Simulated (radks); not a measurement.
Q: Species: the scandium ion Sc6+. Configuration: [Ne] 3s2 3p3. Calculated with a radial shooting solver on a logarithmic mesh with Libxc functionals: non-relativistic Kohn-Sham, exchange-only LDA, spin-unpolarised, spherical densities, point nucleus. Some entries of the table are withheld. Estimate them.

orbital,occ.,eigenvalue (eV),<r^2> (bohr^2),<r> (bohr)
1s,2,-4467.593,(1),0.07375
2s,2,-573.1914,0.1415,0.3460
2p,6,-493.0765,0.1167,0.3076
3s,2,-144.0839,1.129,(2)
3p,3,(3),(4),1.025

A: 
(1) 1s <r^2> (bohr^2): 0.007299
(2) 3s <r> (bohr): 0.9947
(3) 3p eigenvalue (eV): -122.1011
(4) 3p <r^2> (bohr^2): 1.213
